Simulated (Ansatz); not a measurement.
A nudged elastic band was laid between two geometries of AlClH5NO2 (10 atoms, charge 0, multiplicity 1).

Method: RKS PBE-D4/cc-pVDZ (Ansatz 0.2.0).

```
movable images  : 9
climbing image  : yes
spring          : 20.0 eV/Å²
optimiser       : quadratic models (default)
start path      : through a guess of the saddle point
force threshold : 0.05 eV/Å
iteration limit : 60
end points      : relaxed
```

Image 0:

```xyz
10
Properties=species:S:1:pos:R:3
Al -0.129 0.101 0.428
O -0.472 -0.530 2.035
H 0.042 -1.309 2.310
Cl 1.713 -0.645 -0.478
O -1.448 0.564 -0.639
H -2.014 -0.134 -1.010
N 0.361 2.040 0.825
H 1.330 2.265 0.556
H -0.270 2.656 0.290
H 0.251 2.261 1.826
```

Image 10:

```xyz
10
Properties=species:S:1:pos:R:3
Al 0.079 0.395 0.070
O 0.088 -0.095 2.030
H -0.819 -0.324 2.323
Cl 1.658 -0.697 -0.904
O -1.603 0.126 -0.344
H -1.803 -0.485 -1.074
N 0.439 2.093 0.764
H 1.380 2.485 0.635
H -0.228 2.839 0.525
H 0.175 0.930 2.118
```

Q: Which bonds break or form, and what moves?

A: Bonds broken: N7–H10. Bonds formed: O2–H10.

Q: What energy profile does the band end with?

A: The run converged. The highest image is number 9 of 0 to 10, 83.0 kJ/mol above the first end and 1.6 kJ/mol above the last; the last end lies 81.4 kJ/mol above the first. Beside the main top the profile has a ripple of under 15 meV (maxima at images 2, 9), which may be a very shallow well or noise. Another band between the same ends (9 images) ends at a top of the same energy, where a vibrational analysis finds 1 clearly imaginary mode. The orbitals stay closed-shell, which can raise the energy where a bond breaks towards radicals; this wasn't checked here.

```tsv
image	path coordinate (Å)	energy (kJ/mol)	N7–H10 (Å)	O2–H10 (Å)
0	0.00	0.0	1.03	2.89
1	0.34	0.3	1.03	2.75
2	0.68	0.4	1.03	2.64
3	1.02	0.0	1.03	2.58
4	1.36	1.1	1.03	2.46
5	1.70	5.1	1.03	2.31
6	2.04	12.2	1.04	2.10
7	2.38	25.0	1.06	1.82
8	2.72	59.9	1.19	1.44
9	3.06	83.0	1.51	1.12
10	3.40	81.4	1.80	1.03
```

Q: What is the geometry of the highest image?

A: 
```xyz
10
Properties=species:S:1:pos:R:3:forces:R:3
Al 0.048 0.309 0.093 -0.01 0.01 0.00
O 0.106 -0.051 2.020 -0.01 0.00 0.00
H -0.759 -0.281 2.417 0.01 0.00 0.00
Cl 1.655 -0.696 -0.925 0.00 0.00 0.00
O -1.620 0.112 -0.397 0.02 0.02 0.03
H -1.811 -0.446 -1.170 -0.02 -0.02 -0.03
N 0.423 2.034 0.817 0.01 -0.01 -0.01
H 1.363 2.435 0.701 0.00 0.00 0.00
H -0.255 2.786 0.637 0.00 0.00 0.00
H 0.215 1.066 1.951 0.00 -0.01 0.01
```

Time of the run: 3.7 min on 2 threads of Intel(R) Xeon(R) Platinum 8488C (Sapphire Rapids), with other jobs on the host, peak memory 0.17 GiB.
